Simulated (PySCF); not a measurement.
**Gas-phase XPS of `[SiH3][CH2][GaH2]`, computed**

Species: CH₇GaSi.
Numbering: `[SiH3:1][CH2:2][GaH2:3]`

The calculation used delta-SCF UKS SCAN, pcX-2 on the ionised atom, pcseg-1 elsewhere, spin-free X2C in PySCF. Each binding energy is the total energy of the core-ionised species, with the hole localised on one atom, minus that of the ground state; both are solved self-consistently, so orbital relaxation is included.

**Question.** What binding energy does each computed site have?

**Answer.** 
```
atom(s)                  environment     level  binding energy (eV)  2p1/2 (eV)  count
    Si1                 SiH3 silicon  Si 2p3/2               106.65      107.27      1
    Si1                 SiH3 silicon     Si 1s              1846.44           –      1
     C2  sp3 carbon bound to silicon      C 1s               289.79           –      1
```

**Question.** Which photon energy gives electrons from C 1s of C2 a kinetic energy of 100 eV, and what is their de Broglie wavelength?

**Answer.** hν = 289.79 + 100 = 389.79 eV, recoil neglected; λ = 12.264 Å/√(E/eV) = 1.23 Å.

**Question.** Express the binding energy of C 1s of C2 in atomic units and per mole.

**Answer.** 289.79 eV = 10.6496 Eh = 27960 kJ/mol.

Spin–orbit coupling isn't in the SCF: each 2p doublet comes from a relaxed spin-free hole plus a matrix of the shell (mean-field spin–orbit coupling and the ground-state 2p splitting), with 2p3/2 averaged over its two sublevels. 2p1/2 minus 2p3/2 (ligand field included): Si 0.62 eV. No level of gallium is listed. The structure is a single PBE0-D3(BJ)/def2-SVP conformer in the gas phase; no vibrational or solvent corrections.
